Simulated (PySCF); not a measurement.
Species: In(CCH)3, C6H3In.
Bonds: In1–C2, In1–C5, In1–C8, C2–C3, C5–C6, C8–C9. Hydrogens: H4 on C3; H7 on C6; H10 on C9.

Computed by this run: PySCF 2.14.0, PBE0-D3(BJ)/def2-SVP geometry optimisation, gas phase, def2 core potentials past Kr; density fitting, grid level 1; the optimiser is geomeTRIC in internal coordinates, started from a GFN2-xTB structure with every atom displaced at random (about 0.03 Å).

Step 2: E = -11425.8738 eV
```
atom  x, y, z in Å  |  force x, y, z in eV/Å
In1     0.0336   -0.0338    0.0554   -0.130   0.162  -0.273
C2      2.1162    0.0003   -0.0101    0.093  -0.067   0.068
C3      3.3359   -0.0014   -0.0457    0.158   0.028   0.030
H4      4.4190    0.0060   -0.0679   -0.274  -0.006  -0.017
C5     -1.0281    1.7724   -0.0029    0.118  -0.113   0.123
C6     -1.6218    2.8371    0.0084   -0.057   0.107  -0.027
H7     -2.1458    3.7798    0.0084    0.034  -0.084  -0.001
C8     -1.0495   -1.8142   -0.0060    0.062   0.019   0.171
C9     -1.6912   -2.8497    0.0347    0.019  -0.059  -0.114
H10    -2.2437   -3.7733    0.0302   -0.024   0.013   0.041
```

Step 3: E = -11425.8805 eV
```
atom  x, y, z in Å  |  force x, y, z in eV/Å
In1     0.0320   -0.0218   -0.0791   -0.137   0.162   0.086
C2      2.1151   -0.0077   -0.0469    0.019  -0.035  -0.044
C3      3.3343   -0.0168   -0.0265    0.329   0.024   0.015
H4      4.4197   -0.0167   -0.0043   -0.362  -0.007  -0.011
C5     -1.0343    1.7838   -0.0385    0.080  -0.030   0.000
C6     -1.6331    2.8450    0.0252    0.047  -0.095  -0.037
H7     -2.1627    3.7806    0.0719   -0.008   0.002   0.009
C8     -1.0403   -1.8092   -0.0434   -0.012  -0.070   0.044
C9     -1.6760   -2.8464    0.0471    0.058   0.044  -0.093
H10    -2.2300   -3.7676    0.0988   -0.013   0.004   0.032
```

Problem. Estimate the geometry and energy of step 4. (The exact step hangs on the optimiser's Hessian estimate; all steps are aligned on step 3, rigid shifts and turns removed.)

Solution. E = -11425.8855 eV, largest force 0.156 eV/Å
```
atom  x, y, z in Å  |  force x, y, z in eV/Å
In1     0.0269   -0.0159   -0.0404   -0.041  -0.025  -0.007
C2      2.1088   -0.0056   -0.0353    0.008  -0.036  -0.011
C3      3.3276   -0.0145   -0.0308   -0.139   0.020   0.005
H4      4.4001   -0.0156   -0.0245    0.156  -0.005  -0.003
C5     -1.0257    1.7804   -0.0252   -0.012   0.101   0.026
C6     -1.6239    2.8421    0.0198    0.019  -0.052  -0.028
H7     -2.1543    3.7773    0.0515   -0.015   0.023   0.005
C8     -1.0388   -1.8074   -0.0300    0.007  -0.035   0.057
C9     -1.6710   -2.8479    0.0392    0.022   0.004  -0.064
H10    -2.2250   -3.7697    0.0801   -0.005   0.005   0.018
```

The energy changes by -0.0050 eV. The first-order estimate −F·Δx gives -0.0116 eV and the mean of the old and new forces, exact on a quadratic surface, -0.0050 eV. The step makes an angle of 72° with the force vector and moves no atom by more than 0.039 Å.

What follows is the cost of the whole optimisation. The run took 57 s of wall time on one thread, Arm Neoverse V2 (aarch64), on a shared host, and the process peaked at 0.48 GiB of memory.
